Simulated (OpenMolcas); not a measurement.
# A ladder of methods for GaNH3 (SMILES [NH2][GaH])

The species is GaNH3 (5 atoms), meant as a doublet with charge 0. As SMILES, `[NH2][GaH]`. Geometry: relaxed at PBE0-D4/def2-TZVP. This is one conformer, not always the lowest.

Each level gives the vertical ionisation energy (to the singlet cation) (eV). The values are calculated.

```
             level             kind     program  value (eV)  CPU time (all runs)
U-revPBE/def2-TZVP              GGA  OpenMolcas        7.84                 88 s
   UBLYP/def2-TZVP              GGA  OpenMolcas        7.80                 91 s
    UPBE/def2-TZVP              GGA  OpenMolcas        7.88              1.7 min
U-r2SCAN/def2-TZVP         meta-GGA  OpenMolcas        8.10              1.9 min
  UM06-L/def2-TZVP         meta-GGA  OpenMolcas        7.71              1.8 min
  UB3LYP/def2-TZVP    global hybrid  OpenMolcas        8.03                 84 s
  UBHLYP/def2-TZVP    global hybrid  OpenMolcas        7.99                 85 s
 UM06-2X/def2-TZVP  hybrid meta-GGA  OpenMolcas        7.98              1.9 min
```

All-electron rows without a relativistic Hamiltonian named are non-relativistic. The values span 7.71 to 8.10 eV. Times are those of the runs behind each value, whatever else they computed, on shared processors of several kinds: orders of magnitude only.
